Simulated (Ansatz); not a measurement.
Basis-set extrapolation for `FC[C]1=[C]([SiH3])[AlH]1` (PBE0-D4/def2-TZVP geometry, frozen core, the Gaussian-basis code of Ansatz). Multiplicity 1, RHF reference.

```tsv
	def2-TZVPP	def2-QZVPP
HF	-747.411788	-747.436869
MP2 correlation	-0.920621	-0.990179
CCSD(T) correlation	-1.007572	not run
```

Energies in hartree. Use E(X) = E(∞) + A·exp(−7.88·√X) for Hartree–Fock and E(X) = E(∞) + B·X^(−2.97) for correlation, with X = 3 and 4, and add CCSD(T) minus MP2 of the smaller set to the MP2 limit.

Question: What is the CCSD(T) energy at the basis-set limit?

Answer: HF limit: -747.436869 + (-0.025081) × 0.13774 = -747.44032. MP2 limit: -0.990179 + (-0.069558) × 0.74074 = -1.04170. Higher-order term: -1.007572 − (-0.920621) = -0.08695. Total: -748.56897 hartree, 4.07 eV below CCSD(T)/def2-TZVPP.
